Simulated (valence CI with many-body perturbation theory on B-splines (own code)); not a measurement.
## Which ion has this spectrum?

A relativistic CI+MBPT calculation for an atom or ion with 49 electrons gives these levels (cm⁻¹):

```
   J  Parity       E     g
 9/2     odd     0.0  0.77
11/2     odd   34457  0.97
 3/2     odd   41245  0.69
13/2     odd   60034  1.08
 9/2     odd   60644  1.01
 5/2     odd   62074  0.84
 5/2     odd   73757  0.84
 3/2     odd   73958  1.48
 7/2     odd   75024  1.04
15/2     odd   79860  1.13
 7/2     odd   89221  1.05
13/2     odd   99887  0.97
 9/2     odd  101359  1.17
11/2     odd  101446  1.11
```

The energies are calculated, and their last digits are not significant.

Question: Which is it?
A. Os27+
B. Pt29+
C. Au30+
D. Pb33+

Answer: C. Au30+, ground level (4f5/2^3) J=9/2.
